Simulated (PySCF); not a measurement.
Broadened absorption spectrum of C4H7NOSi

Compound: C4H7NOSi.
Structure used (GFN2-xTB), in Å, numbered top down from 1:
```
atom  x, y, z in Å
C1     3.1849    1.0221   -0.5664
C2     2.3969    0.4324    0.1244
Si3    1.1505   -0.4785    1.1551
O4    -0.3614   -0.1896    0.6323
C5    -0.9118   -0.3951   -0.6299
C6    -2.3526    0.0483   -0.6512
N7    -2.9905    0.5743    0.2856
H8     3.8819    1.5368   -1.1641
H9     1.4875   -1.9033    1.0474
H10    1.0312    0.0584    2.5007
H11   -0.3545    0.1723   -1.3888
H12   -0.8600   -1.4569   -0.9087
H13   -2.8672   -0.1174   -1.5934
H14   -2.4356    0.6959    1.1348
```

The calculation used PySCF, TDDFT CAM-B3LYP/def2-SVPD, vertical, gas phase, core orbitals frozen in the response.

Broadening: Gaussians 0.4 eV wide at half height, area fixed by f = 4.319×10⁻⁹ ∫ε dν̃. The width is an assumption, not a result. The curve ends short of the highest state used, and states not computed would add to its high-energy end.

```tsv
E (eV)	ε (L mol⁻¹ cm⁻¹)
4.78	0
4.86	2
4.93	6
5.00	17
5.08	45
5.15	87
5.23	148
5.30	196
5.37	221
5.45	205
5.52	161
5.59	109
5.67	62
5.74	41
5.82	35
5.89	39
5.96	48
6.04	69
6.11	101
6.19	152
6.26	195
6.33	220
6.41	211
6.48	175
6.55	130
6.63	98
6.70	111
6.78	198
6.85	343
6.92	531
7.00	730
7.07	822
7.14	806
7.22	695
7.29	612
7.37	673
```

Q: Where are the band maxima, and which computed states make them?

A: 230 nm (5.38 eV), ε about 220, made up of S1 (100%); 195 nm (6.35 eV), ε about 220, made up of S3 (88%) and S4 (11%); 175 nm (7.09 eV), ε about 830, made up of S5 (80%) and S6 (19%) (ε in L mol⁻¹ cm⁻¹; maxima over ε = 5, shares over 10%). At its high-energy end, 7.37 eV, the curve is still rising (ε about 670, from S5, S6 and S7). The states used: S1 5.38 eV (f 0.0033); S2 5.93 eV (f 0.0005); S3 6.34 eV (f 0.0029); S4 6.50 eV (f 0.0005); S5 7.06 eV (f 0.010); S6 7.21 eV (f 0.0031); S7 7.68 eV (f 0.031); S8 7.97 eV (f 0.022).

Q: Coming from long wavelengths, where does ε first pass 100 L mol⁻¹ cm⁻¹?

A: At about 240 nm (5.17 eV), 0.21 eV below S1.

Q: On this curve, what absorbance would a 10⁻³ mol/L sample give at 222 nm over a 1 cm path?

A: 222 nm is 5.585 eV, where ε is about 110 L mol⁻¹ cm⁻¹, so A = ε c l ≈ 0.11 (Beer–Lambert, with the gas-phase spectrum and the assumed width).

Q: What would ε be at 7.09 eV, the highest of these maxima, with half the width (0.2 eV)?

A: About 1410 L mol⁻¹ cm⁻¹ against 828, a factor of about 1.7; a lone state at its own centre would give exactly 2.

The run took 75 s on one thread of an Arm Neoverse N1 (shared host), and the process peaked at 0.92 GiB of memory.

One conformer stands for the species.
